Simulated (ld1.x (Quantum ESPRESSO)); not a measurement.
## silicon: TM pseudisation with PBEsol, scalar-relativistic reference atom.

silicon, norm-conserving Troullier–Martins (Kleinman–Bylander form), made with ld1.x (Quantum ESPRESSO) 7.5 (PBEsol, scalar-relativistic). Core [Ne], reference 3s2 3p2. Waves: 3p (bound): rc 1.50 bohr; 3d channel at 0.15 Ry: rc 1.45 bohr; 3s (bound): rc 1.25 bohr. Local part: the s channel. Core correction: Bessel-smoothed model core inside 1.20 bohr.

All-electron outer shells of the reference configuration (PBEsol, scalar-relativistic, ld1.x):

```json
{"shell": "2s", "level (eV)": "-139.13", "outermost node (bohr)": "0.15", "outermost maximum (bohr)": "0.45"}
{"shell": "2p", "level (eV)": "-95.42", "outermost node (bohr)": "–", "outermost maximum (bohr)": "0.39"}
{"shell": "3s", "level (eV)": "-10.77", "outermost node (bohr)": "0.72", "outermost maximum (bohr)": "1.80"}
{"shell": "3p", "level (eV)": "-4.06", "outermost node (bohr)": "0.72", "outermost maximum (bohr)": "2.17"}
```

(1) Estimate the cutoffs (Ry, on a coarse ladder) from which the occupation-weighted sum of valence levels, in a spherical-Bessel basis at the reference potential, stays within 10 and 1 mRy of its value at 400 Ry.

(2) What does a ghost test show?

(3) Which valence shell sets the plane-wave cutoff?

(4) Tests: 3s2 3p1; 3s2 3p0; 3s1 3p0; 3s2 3p1.5; 3s1 3p2; 3s2 3p2.3; 3s0 3p4. Which has the largest error in its energy relative to the reference configuration, and how large is it?

Answers

(1) 50 Ry and 110 Ry.

(2) No extra level below or beside the all-electron valence levels (p, d, s, f tested).

(3) 3s: its level needs 90 Ry to come within 1 mRy, against 45 Ry for 3p.

(4) 3s1 3p0, with +62 meV (all-electron minus pseudo) on +57.58 eV.
